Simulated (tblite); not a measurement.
Compound: C7H14Se.
Numbering: `[CH2:1]=[C:2]([CH3:3])[CH2:4][CH2:5][CH2:6][Se:7][CH3:8]` (hydrogens: H9, H10 on C1; H11, H12, H13 on C3; H14, H15 on C4; H16, H17 on C5; H18, H19 on C6; H20, H21, H22 on C8)

Computed with GFN2-xTB (tblite), gas phase: L-BFGS steps from a force-field or distance-geometry start until the largest atomic force falls under 0.01 eV/Å.

At the end of the run (lengths in Å): C3–H12 1.090, C4–H15 1.092, C6–H19 1.092, C1=C2 1.323, C8–H21 1.087, C8–H20 1.086, C6–Se7 1.975, C3–C2–C4 115.8°, C6–Se7–C8 96.4°, C1–C2–C3 122.5°, C1–C2–C4 121.7°, C1–C2–C4–C5 99°, C2–C4–C5–C6 -178°, C4–C5–C6–Se7 -179°, H11–C3–C2–C1 -122°, H14–C4–C2–C1 -140°.

**Question.** These geometries were met on the way; a selection of coordinates is given. Order them by energy above the end point, lowest first.
A. C3–H12 1.091, C4–H15 1.092, C6–H19 1.092, C1=C2 1.324, C8–H21 1.087, C8–H20 1.086, C6–Se7 1.984, C3–C2–C4 117.0°, C6–Se7–C8 98.1°, C1–C2–C3 121.3°, C1–C2–C4 121.6°, C1–C2–C4–C5 94°, C2–C4–C5–C6 179°, C4–C5–C6–Se7 170°, H11–C3–C2–C1 -169°, H14–C4–C2–C1 -145°
B. C3–H12 1.101, C4–H15 1.104, C6–H19 1.103, C1=C2 1.312, C8–H21 1.099, C8–H20 1.093, C6–Se7 1.963, C3–C2–C4 119.0°, C6–Se7–C8 92.7°, C1–C2–C3 120.1°, C1–C2–C4 120.9°, C1–C2–C4–C5 74°, C2–C4–C5–C6 180°, C4–C5–C6–Se7 -179°, H11–C3–C2–C1 -178°, H14–C4–C2–C1 -165°
C. C3–H12 1.090, C4–H15 1.092, C6–H19 1.093, C1=C2 1.323, C8–H21 1.088, C8–H20 1.086, C6–Se7 1.977, C3–C2–C4 116.3°, C6–Se7–C8 96.2°, C1–C2–C3 123.0°, C1–C2–C4 120.7°, C1–C2–C4–C5 97°, C2–C4–C5–C6 180°, C4–C5–C6–Se7 175°, H11–C3–C2–C1 -155°, H14–C4–C2–C1 -142°
D. C3–H12 1.088, C4–H15 1.091, C6–H19 1.093, C1=C2 1.324, C8–H21 1.090, C8–H20 1.087, C6–Se7 1.970, C3–C2–C4 118.4°, C6–Se7–C8 94.3°, C1–C2–C3 120.8°, C1–C2–C4 120.8°, C1–C2–C4–C5 73°, C2–C4–C5–C6 180°, C4–C5–C6–Se7 180°, H11–C3–C2–C1 -178°, H14–C4–C2–C1 -166°
E. C3–H12 1.120, C4–H15 1.122, C6–H19 1.121, C1=C2 1.350, C8–H21 1.113, C8–H20 1.109, C6–Se7 1.953, C3–C2–C4 120.5°, C6–Se7–C8 92.4°, C1–C2–C3 120.0°, C1–C2–C4 119.5°, C1–C2–C4–C5 74°, C2–C4–C5–C6 179°, C4–C5–C6–Se7 -179°, H11–C3–C2–C1 -179°, H14–C4–C2–C1 -165°

**Answer.** C (0.032 eV), A (0.054 eV), D (0.088 eV), B (0.145 eV), E (0.243 eV).

```tsv
step	E above end (eV)	rms distance from the end, all atoms (Å)	largest force (eV/Å)	rms shift of all bonds from the end (Å)
76	0.032	0.264	0.056	0.001
48	0.054	0.361	0.090	0.003
8	0.088	0.498	0.110	0.002
1	0.145	0.504	1.106	0.011
0	0.243	0.506	1.796	0.020
```

Rows stand in the order of the answer.
